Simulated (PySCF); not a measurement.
AlH₅N₂, Al₂H₃NO, AlF₂H₂N, AlH₃N₂Si (calculated)

Calculation on a computer-drawn molecule: the log of a Hartree-Fock and frozen-core CCSD(T) single point meant for a local Hartree-Fock minimum, with one planted fault or none, to be diagnosed. Offsets are logged minus clean, where the clean run is the same molecule without the fault. The reference is restricted for singlets and unrestricted otherwise, and also for a bond in bohr or an excited solution. Adding or removing an electron swaps singlet and doublet. The excited solution moves the top pair (singlet) or top alpha electron (doublet) to the lowest empty orbital. Highest occupied and lowest empty are orbital energies over both spins, largest force is the largest gradient component, triples share is (T) over the correlation energy, the T1 limit is 0.02 restricted and 0.045 unrestricted, electrons count all cores, a negative frequency is imaginary (commonest isotopes), and the dipole is about the centre of nuclear charge. Program: PySCF 2.14.0.

Common to all runs: meant charge 0; meant multiplicity 1; meant basis cc-pV(D+d)Z; logged SCF converged yes; possible faults no fault, one electron removed, one electron added, multiplicity raised by two, geometry at a saddle point, SCF held on an excited solution, minimal basis STO-3G, one bond length entered in bohr, all coordinates scaled.

(1) AlH₅N₂

Logged structure:
```xyz
8
AlH5N2
N      1.5788     0.3590    -0.5437
Al     1.2022     1.8207    -1.4616
N      0.2471     1.7261    -2.9449
H      1.3025    -0.5771    -0.7723
H      2.1159     0.3492     0.3029
H      1.7221     3.2200    -0.9533
H     -0.1315     0.8955    -3.3591
H      0.0009     2.5191    -3.5069
```

* logged electrons: 32
* logged basis functions: 24
* logged spin squared: 0
* logged highest occupied: -7.216 eV
* logged lowest empty: 10.806 eV
* logged largest force: 0.041489 hartree/bohr
* logged T1 diagnostic: 0.014741
* logged D1 diagnostic: 0.059356
* logged triples share: 0.017775
* logged CC converged: yes
* logged dipole magnitude: 0.37429 debye
* logged SCF stable within its kind: yes
* logged energy HF: -349.45508 hartree
* logged energy CCSD(T): -349.60601 hartree
* planted fault: minimal basis STO-3G
* HF energy offset from clean run: 2731 kcal/mol
* CCSD(T) energy offset from clean run: 2922 kcal/mol

Drawn bonds:
```tsv
atom	other atom	order
1	2	1
2	3	1
1	4	1
1	5	1
2	6	1
3	7	1
3	8	1
```

(2) Al₂H₃NO

Logged structure:
```xyz
7
Al2H3NO
N     -2.5387     0.5765    -0.6947
Al    -2.3205    -0.6379     0.5620
O     -2.5799    -0.2329     2.1820
Al    -3.0481     0.4450     5.2654
H     -2.4010     0.4091    -1.6738
H     -2.8135     1.5300    -0.5513
H     -1.8840    -2.0924     0.1502
```

* logged electrons: 44
* logged basis functions: 89
* logged spin squared: 0
* logged highest occupied: -8.1215 eV
* logged lowest empty: -0.79293 eV
* logged largest force: 0.052343 hartree/bohr
* logged T1 diagnostic: 0.036281
* logged D1 diagnostic: 0.10181
* logged triples share: 0.031953
* logged CC converged: yes
* logged dipole magnitude: 11.53 debye
* logged SCF stable within its kind: yes
* logged energy HF: -614.87436 hartree
* logged energy CCSD(T): -615.39746 hartree
* planted fault: one bond length entered in bohr, row 3 of the drawn bonds
* HF energy offset from clean run: 114.7 kcal/mol
* CCSD(T) energy offset from clean run: 105.7 kcal/mol

Drawn bonds:
```tsv
atom	other atom	order
1	2	1
2	3	1
3	4	1
1	5	1
1	6	1
2	7	1
```

(3) AlF₂H₂N

Logged structure:
```xyz
6
AlF2H2N
N      2.6141    -1.9661    -1.6100
Al     1.7898    -3.1299    -0.6164
F      2.0779    -3.2155     0.9991
F      0.7011    -4.1745    -1.2672
H      3.2862    -1.3023    -1.2757
H      2.4829    -1.8631    -2.5981
```

* logged electrons: 40
* logged basis functions: 75
* logged spin squared: 0
* logged highest occupied: -11.587 eV
* logged lowest empty: 2.6086 eV
* logged largest force: 2.259e-05 hartree/bohr
* logged lowest frequency: 213.26 cm⁻¹
* logged T1 diagnostic: 0.012941
* logged D1 diagnostic: 0.040159
* logged triples share: 0.016701
* logged CC converged: yes
* logged dipole magnitude: 2.9311 debye
* logged SCF stable within its kind: yes
* logged energy HF: -496.62026 hartree
* logged energy CCSD(T): -497.25256 hartree
* planted fault: withheld

Drawn bonds:
```tsv
atom	other atom	order
1	2	1
2	3	1
2	4	1
1	5	1
1	6	1
```

(4) AlF₂H₂N

Structure as in entry 3.

* logged electrons: 40
* logged basis functions: 75
* logged spin squared: 0
* logged highest occupied: -4.8319 eV
* logged lowest empty: -6.5846 eV
* logged largest force: 0.11894 hartree/bohr
* logged CC converged: no
* logged dipole magnitude: 5.5171 debye
* logged SCF stable within its kind: no
* logged energy HF: -496.00883 hartree
* planted fault: withheld

Drawn bonds:
```tsv
atom	other atom	order
1	2	1
2	3	1
2	4	1
1	5	1
1	6	1
```

Notes: CCSD not converged.

(5) AlH₃N₂Si

Logged structure:
```xyz
7
AlH3N2Si
N     -1.1271     1.1145    -0.2561
Al     0.0741     0.7513     0.9519
N      1.1921     0.4323     2.0995
Si     3.2254     0.1364     4.5126
H     -1.7580     1.8935    -0.2225
H     -1.2910     0.5775    -1.0871
H      3.9862    -1.1448     4.1061
```

* logged electrons: 44
* logged basis functions: 89
* logged spin squared: 1.0899
* logged highest occupied: -6.8554 eV
* logged lowest empty: 1.0913 eV
* logged largest force: 0.04885 hartree/bohr
* logged T1 diagnostic: 0.030121
* logged D1 diagnostic: 0.097417
* logged triples share: 0.030542
* logged CC converged: yes
* logged dipole magnitude: 7.6493 debye
* logged SCF stable within its kind: yes
* logged energy HF: -641.34618 hartree
* logged energy CCSD(T): -641.83913 hartree
* planted fault: withheld

Drawn bonds:
```tsv
atom	other atom	order
1	2	1
2	3	2
3	4	1
1	5	1
1	6	1
4	7	1
```

Question: Which fault was planted in the run of AlF₂H₂N (entry 3)?
Answer: no fault

Question: Give the missing planted fault for AlF₂H₂N (entry 4).
Answer: SCF held on an excited solution

Question: Which fault was planted in the run of AlH₃N₂Si (entry 5)?
Answer: one bond length entered in bohr, row 3 of the drawn bonds

Further results for AlF₂H₂N (entry 3):

- HF energy offset from clean run: 0 kcal/mol
- CCSD(T) energy offset from clean run: 0 kcal/mol

Further results for AlF₂H₂N (entry 4):

* HF energy offset from clean run: 383.7 kcal/mol

Further results for AlH₃N₂Si (entry 5):

* HF energy offset from clean run: 83.49 kcal/mol
* CCSD(T) energy offset from clean run: 104.1 kcal/mol
